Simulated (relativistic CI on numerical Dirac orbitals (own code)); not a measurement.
Computed by Dirac-Coulomb-Breit CI, separate exchange-only KLI orbitals for each configuration, QED by a radiative potential, unscaled Slater integrals (own radial code, finite nucleus).

The strongest absorption lines from the ground level of an ion, among the configurations computed and to levels below about 325 eV (vacuum wavelength in nm, gf): 8.1078 (1.2), 8.3361 (1.4), 8.3668 (0.84), 8.4012 (4.6), 8.4813 (2.5), 8.5485 (0.94), 8.6941 (0.95), 10.473 (1.1).

(1) Which ion is it?
A. Sm XXIX
B. Gd XXXI
C. Nd XXVII
D. Nd XXIX

## Answers

(1) C. Nd XXVII has 34 electrons and the ground level 4s²4p⁴ ³P2; the strongest line goes to 4s²4p³4d ³D°3. The pattern of lines fixes the number of electrons, and along that sequence the line energies rise steadily with the charge (about as its square where n changes within one kind of shell, about linearly where n is kept but much faster in heavy ions where fine structure, which grows about as Z⁴, sets the gap, and irregularly where shells cross), which fixes Z. Configurations outside the model, such as inner-shell arrays, can give stronger lines. At this charge energies of transitions that change n are usually good to better than 1 %, and those within a shell (Δn = 0) to a few per cent.

LS names give the leading component of a level, which can be under half, so a name can repeat, a term be missing and a line seem to break the LS rules.
